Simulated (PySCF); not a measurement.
These 2 structures share the formula C2H2BF3. Theory: PySCF, PBE0-D3(BJ)/def2-SVP geometry optimisation, gas phase. Energies are electronic, without zero-point or thermal terms, for one conformer each. No frequencies were run at this level. Point groups hold within 0.08 Å.

Question: Rank from lowest to highest electronic energy at this level (kcal/mol).
A. `BC(F)=C(F)F`
B. `C=C(F)B(F)F`

Answer: B (0.0), A (101.3).

As drawn, the lower has a B–F bond, which the higher lacks; the higher has two fluorines on one carbon, which the lower lacks.

```csv
SMILES,E (Eh),E rel (kcal/mol),dipole (D),point group,"A, B, C (MHz)"
C=C(F)B(F)F,-401.18111,0.0,1.71,Cs,"5299, 3048, 1935"
BC(F)=C(F)F,-401.01973,101.3,1.05,Cs,"5260, 3406, 2067"
```

Question: How do the relative energies change in single points at mPW1PW91/pcSseg-2 (no added dispersion term) on the same geometries?

Answer: 
| SMILES | PBE0-D3(BJ)/def2-SVP (kcal/mol) | mPW1PW91/pcSseg-2 (kcal/mol) | shift |
| --- | --- | --- | --- |
| C=C(F)B(F)F | 0.0 | 0.0 | 0.0 |
| BC(F)=C(F)F | 101.3 | 102.2 | +0.9 |

Each column counts from its own lowest isomer. The order is unchanged; the largest shift is 0.9 kcal/mol.
